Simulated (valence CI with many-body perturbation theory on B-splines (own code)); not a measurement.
# Forbidden lines of Hg X

Level of theory: configuration interaction combined with many-body perturbation theory (CI+MBPT): three valence electrons over a frozen Dirac-Fock core [Xe] 4f14, radial functions for each j: 9 s, 9 p, 10 d, 8 f, 5 g, 3 h, 1 i, with the one-electron correlation potential Σ1, the two-electron term Σ2, the three-electron term Σ3, Breit, model QED; selected CI, second order for the rest, scaled by the run's own slope (own B-spline code, finite nucleus).

No measured levels were compared; by estimate terms of the open shell hold to 2 to 4 % of their energy, and close levels can change places. Core correlation moves these levels by up to 14000 cm⁻¹, and in measured spectra 5 to 20 % of such shifts remained as error; rates that hang on mixing are uncertain with them. The list stops below the first excitations out of the core.

Lines 51 to 100 of 120 in falling wavelength, among levels below 366320 cm⁻¹, chosen from the decays that carry over 1 % of a level's rate. Wavelengths and rates use the calculated energies, so an error of 2000 cm⁻¹ moves a line at 2290 Å by 4.6 % and its rate by three times that or more. Electric multipoles are in the length gauge, E1 and E2 with the static RPA response of the core. S is in atomic units (e²a₀⁴ for E2 and M2, e²a₀⁶ for E3), for M1 in squared Bohr magnetons. Weak lines are less certain than strong ones. Lines between different terms over intervals too small for the method are left out, as are lines whose strength nearly cancels.

Levels are named by their leading jj configuration (3d3/2^4 stands for four electrons in 3d with j = 3/2), which in mixed levels can hold well under half, so a name can repeat and another be missing. Letters in brackets count levels of one name in rising energy.

| λ vac (Å) | Upper | Lower | Type | A (s⁻¹) | S (a.u.) |
| --- | --- | --- | --- | --- | --- |
| 2290 | (5d3/2^2 5d5/2) J=5/2 [b] | (5d3/2^3) J=3/2 | M1 | 8.58e+00 | 2.29e-02 |
| 2256 | (5d3/2 5d5/2^2) J=3/2 [b] | (5d3/2 5d5/2^2) J=3/2 [a] | M1 | 8.97e+01 | 1.53e-01 |
| 2198 | (5d3/2 5d5/2^2) J=5/2 [a] | (5d3/2^2 5d5/2) J=5/2 [a] | M1 | 3.02e+01 | 7.13e-02 |
| 2178 | (5d5/2^3) J=9/2 | (5d3/2^2 5d5/2) J=7/2 | M1 | 2.31e+01 | 8.84e-02 |
| 2047 | (5d3/2 5d5/2^2) J=5/2 [b] | (5d3/2^2 5d5/2) J=5/2 [a] | M1 | 2.38e+00 | 4.54e-03 |
| 2029 | (5d5/2^3) J=5/2 | (5d3/2 5d5/2^2) J=3/2 [a] | M1 | 2.56e+02 | 4.76e-01 |
| 1997 | (5d5/2^3) J=3/2 | (5d3/2^2 5d5/2) J=3/2 | M1 | 3.31e+01 | 3.91e-02 |
| 1977 | (5d3/2 5d5/2^2) J=3/2 [a] | (5d3/2^3) J=3/2 | M1 | 3.70e+01 | 4.23e-02 |
| 1951 | (5d3/2 5d5/2^2) J=3/2 [b] | (5d3/2^2 5d5/2) J=5/2 [b] | M1 | 1.40e+01 | 1.54e-02 |
| 1927 | (5d3/2 5d5/2^2) J=7/2 [b] | (5d3/2^2 5d5/2) J=5/2 [a] | M1 | 1.75e+01 | 3.71e-02 |
| 1896 | (5d3/2 5d5/2^2) J=3/2 [b] | (5d3/2 5d5/2^2) J=7/2 [a] | E2 | 1.65e+01 | 1.45e+00 |
| 1889 | (5d3/2 5d5/2^2) J=1/2 | (5d3/2^3) J=3/2 | M1 | 6.23e+00 | 3.11e-03 |
| 1779 | (5d5/2^3) J=5/2 | (5d3/2^2 5d5/2) J=5/2 [b] | M1 | 1.47e+02 | 1.84e-01 |
| 1733 | (5d5/2^3) J=5/2 | (5d3/2 5d5/2^2) J=7/2 [a] | M1 | 1.07e+02 | 1.24e-01 |
| 1679 | (5d5/2^3) J=3/2 | (5d3/2^2 5d5/2) J=5/2 [a] | M1 | 9.16e+01 | 6.43e-02 |
| 1658 | (5d3/2 5d5/2^2) J=5/2 [a] | (5d3/2^3) J=3/2 | M1 | 9.21e+00 | 9.33e-03 |
| 1570 | (5d3/2 5d5/2^2) J=5/2 [b] | (5d3/2^3) J=3/2 | M1 | 2.51e+01 | 2.16e-02 |
| 1570 | (5d3/2 5d5/2^2) J=5/2 [b] | (5d3/2^3) J=3/2 | E2 | 3.17e+00 | 1.62e-01 |
| 1507 | (5d3/2 5d5/2^2) J=3/2 [b] | (5d3/2^2 5d5/2) J=1/2 | M1 | 1.70e+01 | 8.64e-03 |
| 1416 | (5d3/2 5d5/2^2) J=3/2 [b] | (5d3/2^2 5d5/2) J=3/2 | M1 | 4.49e+01 | 1.89e-02 |
| 1416 | (5d3/2 5d5/2^2) J=3/2 [b] | (5d3/2^2 5d5/2) J=3/2 | E2 | 5.97e+00 | 1.22e-01 |
| 1401 | (5d3/2 5d5/2^2) J=3/2 [b] | (5d3/2^2 5d5/2) J=7/2 | E2 | 1.08e+01 | 2.08e-01 |
| 1372 | (5d5/2^3) J=5/2 | (5d3/2^2 5d5/2) J=9/2 | E2 | 1.03e+01 | 2.68e-01 |
| 1344 | (5d5/2^3) J=3/2 | (5d3/2^3) J=3/2 | M1 | 9.46e+00 | 3.41e-03 |
| 1310 | (5d5/2^3) J=5/2 | (5d3/2^2 5d5/2) J=7/2 | M1 | 3.02e+01 | 1.51e-02 |
| 1249 | (5d3/2 5d5/2^2) J=3/2 [b] | (5d3/2^2 5d5/2) J=5/2 [a] | M1 | 4.39e+01 | 1.27e-02 |
| 442.1 | (5d3/2^2 6s) J=5/2 | (5d3/2 5d5/2^2) J=9/2 | E2 | 3.75e+03 | 3.39e-01 |
| 441.5 | (5d3/2^2 6s) J=1/2 | (5d3/2 5d5/2^2) J=5/2 [b] | E2 | 3.52e+03 | 1.05e-01 |
| 436.3 | (5d3/2 5d5/2 6s) J=5/2 [a] | (5d3/2 5d5/2^2) J=5/2 [b] | E2 | 5.42e+03 | 4.59e-01 |
| 435.0 | (5d3/2^2 6s) J=1/2 | (5d3/2 5d5/2^2) J=5/2 [a] | E2 | 9.93e+03 | 2.76e-01 |
| 430.3 | (5d3/2 5d5/2 6s) J=7/2 [a] | (5d3/2 5d5/2^2) J=11/2 | E2 | 7.51e+03 | 7.92e-01 |
| 429.3 | (5d3/2 5d5/2 6s) J=9/2 | (5d3/2 5d5/2^2) J=7/2 [b] | E2 | 4.65e+03 | 6.06e-01 |
| 420.9 | (5d3/2 5d5/2 6s) J=7/2 [a] | (5d3/2 5d5/2^2) J=3/2 [a] | E2 | 4.27e+03 | 4.03e-01 |
| 420.0 | (5d3/2^2 6s) J=3/2 | (5d3/2^2 5d5/2) J=1/2 | E2 | 1.85e+04 | 8.66e-01 |
| 417.8 | (5d3/2 5d5/2 6s) J=9/2 | (5d3/2 5d5/2^2) J=5/2 [a] | E2 | 3.10e+03 | 3.52e-01 |
| 416.7 | (5d3/2 5d5/2 6s) J=5/2 [a] | (5d3/2 5d5/2^2) J=1/2 | E2 | 8.20e+03 | 5.52e-01 |
| 412.8 | (5d3/2^2 6s) J=5/2 | (5d3/2^2 5d5/2) J=1/2 | E2 | 2.63e+03 | 1.69e-01 |
| 412.7 | (5d3/2^2 6s) J=3/2 | (5d3/2^2 5d5/2) J=3/2 | E2 | 2.55e+04 | 1.09e+00 |
| 412.7 | (5d3/2 5d5/2 6s) J=5/2 [a] | (5d3/2 5d5/2^2) J=3/2 [a] | E2 | 3.30e+04 | 2.11e+00 |
| 411.4 | (5d3/2^2 6s) J=3/2 | (5d3/2^2 5d5/2) J=7/2 | E2 | 1.76e+04 | 7.40e-01 |
| 410.5 | (5d3/2 5d5/2 6s) J=7/2 [a] | (5d3/2 5d5/2^2) J=9/2 | E2 | 2.36e+04 | 1.97e+00 |
| 410.2 | (5d3/2^2 6s) J=5/2 | (5d3/2^2 5d5/2) J=9/2 | E2 | 4.97e+04 | 3.09e+00 |
| 410.0 | (5d3/2 5d5/2 6s) J=9/2 | (5d3/2 5d5/2^2) J=11/2 | E2 | 2.51e+04 | 2.60e+00 |
| 409.0 | (5d3/2 5d5/2 6s) J=7/2 [a] | (5d3/2^2 5d5/2) J=5/2 [b] | E2 | 7.95e+03 | 6.50e-01 |
| 406.5 | (5d3/2 5d5/2 6s) J=7/2 [a] | (5d3/2 5d5/2^2) J=7/2 [a] | E2 | 1.58e+04 | 1.25e+00 |
| 405.8 | (5d3/2^2 6s) J=5/2 | (5d3/2^2 5d5/2) J=3/2 | E2 | 1.34e+04 | 7.91e-01 |
| 405.6 | (5d3/2^2 6s) J=1/2 | (5d3/2^2 5d5/2) J=5/2 [b] | E2 | 8.34e+04 | 1.64e+00 |
| 404.5 | (5d3/2^2 6s) J=5/2 | (5d3/2^2 5d5/2) J=7/2 | E2 | 4.64e+04 | 2.69e+00 |
| 402.7 | (5d3/2 5d5/2 6s) J=5/2 [a] | (5d3/2 5d5/2^2) J=9/2 | E2 | 3.09e+04 | 1.75e+00 |
| 401.2 | (5d3/2 5d5/2 6s) J=5/2 [a] | (5d3/2^2 5d5/2) J=5/2 [b] | E2 | 3.17e+03 | 1.76e-01 |
